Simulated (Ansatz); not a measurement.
Job for Ansatz (an electronic-structure program): R-PBE/cc-pVTZ on BrFGe (SMILES [F][Ge][Br]), a point of a bond scan (R = 2.367 Å).

Ansatz 0.2 input:
```yaml
crystal:
  periodic: [false, false, false]
  atoms:
    - {symbol: Ge, position_ang: [0.54012837, -0.45604254, 0.81246222]}
    - {symbol: F, position_ang: [1.49051706, -1.32798058, -0.38782963]}
    - {symbol: Br, position_ang: [-0.87710746, 0.75843391, -0.64309499]}
basis:
  gaussian:
    orbitals: cc-pVTZ
    pivot_positions_ang: [[0.54012837, -0.45604254, 0.81246222], [1.49051706, -1.32798058, -0.38782963], [-0.87710746, 0.75843391, -0.64309499]]
hamiltonian:
  xc: {name: PBE}
scf: {lower_state_search: off}
output: {orbitals: {seedname: ./end}}
```

Output:

```
WARN ansatz: RAYON_NUM_THREADS=1 ignored (pool sized by the plan → 1); use --threads N
Functional definition: PBE
these checks for a lower state are left out or cut short: stability, starts, cluster_reference, orbital_swaps, neighbouring_geometries, increment
integrals: 0.05 GiB planned
877 factors; their error is unknown
mean field: 0.33 GiB planned
mean field evaluation 1: about -129262.8160 eV, gradient 4.3e1 eV
mean field evaluation 2: about -129210.1666 eV, gradient 1.8e2 eV
mean field evaluation 4: about -129264.9199 eV, gradient 1.6e1 eV
mean field evaluation 8: about -129265.5637 eV, gradient 3.7e-2 eV
mean field evaluation 16: about -129265.5461 eV, gradient 6.7e-6 eV
mean field -129265.54614786 eV, -4750.4212015995 hartree, gradient 6.7e-6 eV, S^2 0.000000; 0 other end points of the search recorded, 0 dependent functions left out
reference -129265.54617812 eV, -4750.4212027116 hartree; 38, 38 occupied and 78, 78 virtual orbitals, 877 factors
Total energy: -129265.54617812 eV, -4750.4212027116 hartree
Checks for a lower state left out: stability, starts, cluster_reference, orbital_swaps, neighbouring_geometries, increment
```

The calculation finished and met its thresholds.

Cost: about 1.6 core-seconds (a rough figure).
